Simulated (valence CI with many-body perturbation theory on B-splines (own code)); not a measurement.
## Sm XXXII in brief

Method: valence CI with perturbative core correlation (CI+MBPT): three valence electrons over a frozen Dirac-Fock core [Ar] 3d10, radial functions for each j: 11 s, 11 p, 10 d, 8 f, 5 g, 2 h, with the one-electron correlation potential Σ1, the two-electron term Σ2, the three-electron term Σ3, Breit, model QED; selected CI, second order for the rest, scaled by the run's own slope (own B-spline code, finite nucleus).

No measured spectrum was set against this ion. As an estimate, large intervals hold to a few tenths of a per cent, small ones and those within an open d or f shell to about a per cent.

Levels are named by their leading jj configuration (3d3/2^4 stands for four electrons in 3d with j = 3/2), which in mixed levels can hold well under half, so a name can repeat and another be missing.

Rates and lifetimes use the calculated energies. Strong lines usually hold to 10 to 20 %, long lifetimes can be off by a factor of two.

Q: What is the ground level?

A: (4s^2 4p1/2) J=1/2, composition 99 % 4s²4p ²P°, g = 0.662.

Q: Among levels below 36.911 Ry, which E1 lines absorb most strongly from the ground level?

A: to (4s 4p3/2^2) J=3/2 at 8.212 nm, f = 0.434; to (4s^2 4d3/2) J=3/2 at 7.743 nm, f = 0.413; to (4s 4p1/2 4p3/2) J=1/2 at 10.82 nm, f = 0.391.

Q: What is the ionisation energy?

A: 1227.8 eV; NIST lists 1226 ± 4 eV (theoretical).

Q: Where does the other parity begin?

A: At (4s 4p1/2^2) J=1/2, 4.962 Ry.

Q: How well does LS coupling describe the low levels?

A: Among the lowest 20 levels the leading LS term, summed over configurations, holds 68 % on average. For single configurations the figures are 65 % in LS and 80 % in jj coupling. Terms mix most in the J = 3/2 level at 13.292 Ry, where the leading one holds 44 %.
